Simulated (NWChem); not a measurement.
Correlation energy of GeS

```
Ge
S 1 2.0180
```
Charge 0, spin multiplicity 1.

Program: NWChem. The geometry was optimised at PBE0/def2-SVP, a minimum by its harmonic frequencies.

Basis set: def2-SVP. Each correlation energy counts from its own Hartree-Fock reference.

The Hamiltonian is non-relativistic. The correlated methods keep 14 core orbitals frozen. The structure started from a generated list of species. Coupled-cluster values serve here as a point of comparison, not as the truth.

| method | correlation energy (mHa) |
|---|---|
| MP2 | … |
| SCS-MP2 | -311.8 |
| CR-CCSD[T] | -353.7 |
| CR-CCSD(T) | -352.1 |
| CCSD | … |
| CCSD+T(CCSD) | … |
| CCSD(T) | … |

Task: Fill in the missing entries.

Result: 
- MP2, correlation energy (mHa): -332.0
- CCSD, correlation energy (mHa): -340.1
- CCSD+T(CCSD), correlation energy (mHa): -357.7
- CCSD(T), correlation energy (mHa): -355.8
